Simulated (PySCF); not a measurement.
# IrH₂⁺: bending curve

All numbers come from PySCF, UPBE0, basis Ir def2-TZVP with ECP60, H def2-TZVP (scalar-relativistic core potentials, no spin–orbit coupling, density fitting).

Rigid scan from the triplet minimum (Ir–H 1.543 Å (×2); H–Ir–H 67.8°). Coordinate: the H–Ir–H angle, bonds fixed. Energies in kJ/mol from the minimum.

```json
{"bond angle (°)": "80", "E (kJ/mol)": "5.1", "dipole size (D, about the centre of mass)": "0.66", "⟨S²⟩": "2.01"}
{"bond angle (°)": "90", "E (kJ/mol)": "17.8", "dipole size (D, about the centre of mass)": "0.71", "⟨S²⟩": "2.01"}
{"bond angle (°)": "100", "E (kJ/mol)": "38.9", "dipole size (D, about the centre of mass)": "0.74", "⟨S²⟩": "2.01"}
{"bond angle (°)": "110", "E (kJ/mol)": "69.3", "dipole size (D, about the centre of mass)": "0.74", "⟨S²⟩": "2.01"}
{"bond angle (°)": "120", "E (kJ/mol)": "110.1", "dipole size (D, about the centre of mass)": "0.73", "⟨S²⟩": "2.01"}
{"bond angle (°)": "130", "E (kJ/mol)": "163.0", "dipole size (D, about the centre of mass)": "0.72", "⟨S²⟩": "2.01"}
{"bond angle (°)": "140", "E (kJ/mol)": "228.7", "dipole size (D, about the centre of mass)": "0.71", "⟨S²⟩": "2.02"}
{"bond angle (°)": "150", "E (kJ/mol)": "197.9", "dipole size (D, about the centre of mass)": "0.65", "⟨S²⟩": "2.07"}
{"bond angle (°)": "160", "E (kJ/mol)": "270.9", "dipole size (D, about the centre of mass)": "0.60", "⟨S²⟩": "2.37"}
{"bond angle (°)": "170", "E (kJ/mol)": "328.3", "dipole size (D, about the centre of mass)": "0.36", "⟨S²⟩": "2.83"}
{"bond angle (°)": "180", "E (kJ/mol)": "350.2", "dipole size (D, about the centre of mass)": "0.00", "⟨S²⟩": "3.02"}
```

With the bonds held, the linear shape lies 350.2 kJ/mol from the minimum.

Spin contamination is strong at 160, 170, 180, so these points are less reliable.

Open d and f shells are described by one determinant, and the ground state may have another occupation or spin. Spin–orbit coupling, left out here, can matter for elements this heavy.
